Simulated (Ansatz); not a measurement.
C2H5FSSi can be A, `FC1C[SiH2]S1`, or B, `C=C(F)S[SiH3]`.

Calculated with Ansatz (gas phase, PBE0-D4/def2-TZVP geometries, no zero-point term in ΔE). CBS: MP2 limit from def2 TZ/QZ plus the TZ coupled-cluster correction, frozen cores. Functionals use def2-TZVPP. B3LYP here is the variant with VWN-RPA as its local correlation; programs differ in this. One conformer a species, not always the lowest.

**Question.** Which is lower in electronic energy at CCSD(T)/CBS, and by how much? (Estimate.)

**Answer.** Computed: A, by 16.2 kcal/mol.

**Question.** Give E(B) − E(A) in kcal/mol with B3LYP, HF/def2-TZVPP, CCSD(T)/def2-TZVPP, B2PLYP, PBE-D4, CCSD/def2-TZVPP, MP2/def2-TZVPP. (Estimate.)

**Answer.** Ansatz gave: B3LYP 11.8, HF/def2-TZVPP 11.8, CCSD(T)/def2-TZVPP 15.4, B2PLYP 13.7, PBE-D4 15.6, CCSD/def2-TZVPP 15.6, MP2/def2-TZVPP 17.4. None reverses the order clearly.

Largest T1 diagnostic: 0.013.

In def2-TZVPP, CCSD(T) changes the Hartree–Fock value by +3.7 kcal/mol (the triples alone add −0.1 kcal/mol) and MP2 by +5.6 kcal/mol. From PBE to PBE0 (25 % exact exchange), in def2-TZVPP and without D4, E(B) − E(A) moves by +2.5 kcal/mol.
